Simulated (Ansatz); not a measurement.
CH3BI2, SMILES CB(I)I.

Geometry optimised at B3LYP-D3(BJ)/def2-SVP. The def2 effective core potentials stand for the cores of I; spin–orbit coupling is left out.

Two levels are set side by side: PBE/def2-SVPD (Ansatz, a first-principles code) and CAM-B3LYP/def2-SVPD (Ansatz). Energy differences of separate SCF runs at the same geometry; the states with an electron removed or added have multiplicity 2 and 2. Differences are taken from unrounded values.

```csv
quantity,PBE
vertical ionisation energy (eV),8.99
vertical electron affinity (eV),0.43
vertical singlet–triplet gap (eV),3.67
```

Q: These are the PBE values. What does CAM-B3LYP give? (The exact figures need the calculation; the answer reports its results.)

A: 
| quantity | CAM-B3LYP | PBE minus CAM-B3LYP |
|---|---|---|
| vertical ionisation energy (eV) | 9.51 | -0.52 |
| vertical electron affinity (eV) | 0.47 | -0.04 |
| vertical singlet–triplet gap (eV) | 4.11 | -0.43 |
